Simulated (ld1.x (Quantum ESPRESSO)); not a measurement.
# Building the PAW potential for silver (Ag) (LDA (PZ), scalar-relativistic).

ld1.x (Quantum ESPRESSO) 7.5 was run on this input:

```
&input
   title='Ag', zed=47., rel=1, dft='PZ', iswitch=3,
   config='[Kr] 4d9.5 4f-2 5s0 5p0',
   nld=4, rlderiv=1.70, eminld=-10.0, emaxld=5.0, deld=0.04
 /
 &inputp
   pseudotype=3, lpaw=.true., tm=.true., lloc=-2, rcloc=1.35,
   nlcc=.true., new_core_ps=.true., rcore=1.50,
   which_augfun='BESSEL', rmatch_augfun=1.10,
   file_pseudopw='Ag.UPF', file_wfcaegen='ae.wfc', file_wfcncgen='nc.wfc', file_beta='beta', file_chi='chi', file_wfcusgen='us.wfc'
 /
8
4S  1  0   2.00   0.00  1.25  1.55  0.0
5S  2  0   0.00   0.00  1.25  1.55  0.0
4P  2  1   6.00   0.00  1.30  1.45  0.0
5P  3  1   0.00   0.00  1.30  1.45  0.0
4D  3  2   9.50   0.00  1.05  1.45  0.0
4D  3  2   0.00  -0.30  1.05  1.45  0.0
4F  4  3  -2.00   0.35  1.25  1.45  0.0
4F  4  3  -2.00   0.65  1.25  1.45  0.0
 &test
   configts(1)='4s2 4p6 4d9.5 5s0 5p0'
 /
```

Command:

```bash
ld1.x < Ag.in > Ag.out
```

The program printed (shortened: banner, matrices, multipoles, cross overlaps and the repeated all-electron block are left out):

```
Program LD1 v.7.5
     --------------------------- All-electron run ----------------------------

     Ag
     scalar relativistic calculation

     atomic number is 47.00
     dft =PZ   lsd =0 sic =0 latt =0  beta=0.20 tr2=1.0E-14
     Exchange-correlation= PZ
                           (   1   1   0   0   0   0   0)
     mesh =1237 r(mesh) =  99.46963 a.u. xmin = -7.00 dx = 0.01250
     1 Ry =  13.60569312 eV, c = 137.03599908

     n l     nl                  e(Ry)          e(Ha)          e(eV)
     1 0     1S 1( 2.00)     -1860.5639      -930.2820    -25314.2619
     2 0     2S 1( 2.00)      -274.9615      -137.4808     -3741.0423
     2 1     2P 1( 6.00)      -246.9107      -123.4553     -3359.3910
     3 0     3S 1( 2.00)       -51.2866       -25.6433      -697.7893
     3 1     3P 1( 6.00)       -42.0729       -21.0365      -572.4311
     4 0     4S 1( 2.00)        -8.1037        -4.0519      -110.2570
     4 1     4P 1( 6.00)        -5.4245        -2.7122       -73.8035
     3 2     3D 1(10.00)       -27.4964       -13.7482      -374.1080
     4 2     4D 1( 9.50)        -1.6398        -0.8199       -22.3111
     5 0     5S 1( 0.00)        -1.1925        -0.5963       -16.2248
     5 1     5P 1( 0.00)        -0.7548        -0.3774       -10.2692

     final scf error:  5.1E-15 reached in  22 iterations

     Etot =  -10620.968324 Ry,   -5310.484162 Ha, -144505.635683 eV

     Ekin =   11031.235084 Ry,    5515.617542 Ha,  150087.599323 eV
     Encl =  -25632.635653 Ry,  -12816.317826 Ha, -348749.774623 eV
     Eh   =    4267.844204 Ry,    2133.922102 Ha,   58066.978537 eV
     Exc  =    -287.411959 Ry,    -143.705980 Ha,   -3910.438921 eV

     normalization and overlap integrals

     s(1S/1S) =  1.000000  <r> =   0.0311  <r2> =    0.0013  r(max) =   0.0202
     s(2S/2S) =  1.000000  <r> =   0.1351  <r2> =    0.0215  r(max) =   0.1136
     s(2P/2P) =  1.000000  <r> =   0.1177  <r2> =    0.0169  r(max) =   0.0907
     s(3S/3S) =  1.000000  <r> =   0.3692  <r2> =    0.1559  r(max) =   0.3328
     s(3P/3P) =  1.000000  <r> =   0.3681  <r2> =    0.1574  r(max) =   0.3246
     s(4S/4S) =  1.000000  <r> =   0.9105  <r2> =    0.9403  r(max) =   0.8186
     s(4P/4P) =  1.000000  <r> =   0.9980  <r2> =    1.1430  r(max) =   0.8714
     s(3D/3D) =  1.000000  <r> =   0.3460  <r2> =    0.1427  r(max) =   0.2725
     s(4D/4D) =  1.000000  <r> =   1.3475  <r2> =    2.1975  r(max) =   1.0252
     s(5S/5S) =  1.000000  <r> =   2.6211  <r2> =    7.7636  r(max) =   2.2815
     s(5P/5P) =  1.000000  <r> =   3.2577  <r2> =   12.0648  r(max) =   2.7867

     ------------------------ End of All-electron run ------------------------

     --------------------- Generating PAW atomic setup --------------------

      Generating local potential from pseudized AE potential:
      Matching radius rcloc =   1.3500
      Enforcing V''(0)=0 (lloc=-2)

      Local pseudo, rcloc= 1.350 Estimated cut-off energy=    17.70 Ry

      Computing core charge for nlcc:

       r > 1.51 : true rho core
      Core charge pseudized with two Bessel functions
      Integrated core pseudo-charge :   0.03
      Wfc-us  4S rcutus= 1.568  Estimated cut-off energy=    22.75 Ry
      Wfc-us  5S rcutus= 1.568  Estimated cut-off energy=    46.35 Ry
      Wfc-us  4P rcutus= 1.455  Estimated cut-off energy=    39.68 Ry
      Wfc-us  5P rcutus= 1.455  Estimated cut-off energy=    71.36 Ry
      Wfc-us  4D rcutus= 1.455  Estimated cut-off energy=    54.34 Ry
      Wfc-us  4D rcutus= 1.455  Estimated cut-off energy=    60.37 Ry
      Wfc-us  4F rcutus= 1.455  Estimated cut-off energy=    68.57 Ry
      Wfc-us  4F rcutus= 1.455  Estimated cut-off energy=    68.96 Ry

     Required augmentation: BESSEL   radius:    1.100000
     Suggested rho cutoff for augmentation: 126.61 Ry

     Estimated PAW energy = -546.005603 Ryd

     ------------------- End of pseudopotential generation -------------------

     Computing logarithmic derivative in   1.70084
     Computing logarithmic derivative in   1.70084
     Computing the partial wave expansion
     R is outside the sphere for l=    0 j= 0.00
     R is outside the sphere for l=    0 j= 0.00
     R is outside the sphere for l=    1 j= 0.00
     R is outside the sphere for l=    1 j= 0.00
     R is outside the sphere for l=    2 j= 0.00
     R is outside the sphere for l=    2 j= 0.00
     R is outside the sphere for l=    3 j= 0.00
     R is outside the sphere for l=    3 j= 0.00

     ---------------------- Testing the pseudopotential ----------------------

     Ag
     scalar relativistic calculation

     atomic number is 47.00   valence charge is 19.00
     dft = SLA  PZ   NOGX NOGC   lsd =0 sic =0 latt =0  beta=0.20 tr2=1.0E-14
     mesh =1237 r(mesh) =  99.46963 xmin = -7.00 dx = 0.01250

     n l     nl             e AE (Ry)        e PS (Ry)    De AE-PS (Ry)
     1 0     4S   1( 2.00)       -8.10374       -8.10375        0.00001
     2 1     4P   1( 6.00)       -5.42446       -5.42446        0.00001
     3 2     4D   1( 9.50)       -1.63984       -1.63985        0.00001
     2 0     5S   1( 0.00)       -1.19250       -1.19251        0.00001
     3 1     5P   1( 0.00)       -0.75478       -0.75477       -0.00001

     eps = 4.9E-15  iter =  4

     Etot =  -10620.968324 Ry,   -5310.484162 Ha, -144505.635683 eV
     Etotps =  -546.005665 Ry,    -273.002833 Ha,   -7428.785528 eV

     Ekin =     394.621829 Ry,     197.310915 Ha,    5369.103507 eV
     Encl =    -890.765167 Ry,    -445.382584 Ha,  -12119.477514 eV
     Ehrt =     237.549630 Ry,     118.774815 Ha,    3232.027362 eV
     Ecxc =    -287.411957 Ry,    -143.705978 Ha,   -3910.438884 eV
     (Ecc =      -0.011842 Ry,      -0.005921 Ha,      -0.161125 eV)

     ---------------------- End of pseudopotential test ----------------------
```

Generation and configuration tests took about 2.5 s on one core of a shared server CPU.
